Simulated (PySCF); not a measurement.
Bi(Me)2 (C2H6Bi), SMILES [CH3][Bi][CH3], multiplicity 2. Atoms are numbered in the order given.

```xyz
9

Bi     0.0000     0.0000     0.3014
C      1.6520     0.0000    -1.3046
H      2.6389     0.0000    -0.8211
H      1.5427    -0.8980    -1.9298
H      1.5427     0.8980    -1.9298
C     -1.6520     0.0000    -1.3046
H     -1.5427     0.8980    -1.9298
H     -1.5427    -0.8980    -1.9298
H     -2.6389     0.0000    -0.8211
```
Charge 0, spin multiplicity 2.

Coordinates come from a B3LYP-D3(BJ)/def2-SVP optimisation. The multiplicity is an assumed one; other spin states were not compared. The isomer is the one that the SMILES or the coordinates give; other isomers of the formula were not compared. The def2 effective core potentials stand for the cores of Bi; spin–orbit coupling is left out.

These are M06-2X/def2-TZVPD (PySCF) values and carry that method's errors.

The molecule is in vacuum.

Computed frontier levels, dipole moment and polarisability:
| Quantity | Result |
|---|---|
| α spin, highest occupied and lowest empty level | -6.61 and 0.26 eV |
| β spin, highest occupied and lowest empty level | -7.97 and -1.97 eV |
| dipole moment | 0.35 D |
| quadrupole, principal values (traceless, Buckingham form, about the centre of nuclear charge) | -0.74, 0.08, 0.66 D·Å |
| mean static polarisability | 79.5 bohr³ (11.78 Å³) |
| polarisability, principal values | 63.8, 83.6, 91.1 bohr³ |
| ⟨S²⟩ | 0.762 (pure state 0.75) |
